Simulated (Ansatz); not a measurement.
A structure relaxed at PBE/def2-SVPD in Ansatz, charge -1, singlet:

```xyz
7

Li   -1.932    1.380    0.795
Li    0.223   -0.248    1.945
Li   -1.464   -1.273   -0.367
Na   -0.951    1.124   -2.446
Na    1.255    2.476    0.634
Na    0.988   -3.112    0.647
Na    1.880   -0.347   -1.208
```

Give its formula and point group.

Na4Li3⁻ (the lowest singlet isomer of a short search). Point group Cs (tolerance 0.1 Å).

Summarise the bond lengths by kind (pairs closer than 1.2 times the sum of covalent radii, bridged metal pairs left out).

6 × Li–Na 3.19 to 3.40 Å; 3 × Li–Li 2.93 to 3.04 Å; 3 × Na–Na 3.42 to 3.45 Å.

The restricted singlet is unstable towards broken spin symmetry in Hartree–Fock (as tested in another run); at PBE/def2-SVPD this wasn't settled. The highest occupied level of the charge -1 singlet lies above zero (up to 0.01 eV). By energy differences its removal costs 1.26 eV (vertical, to the charge 0 doublet, at PBE0/def2-TZVPD). The structure comes from a short search, and lower isomers may exist.
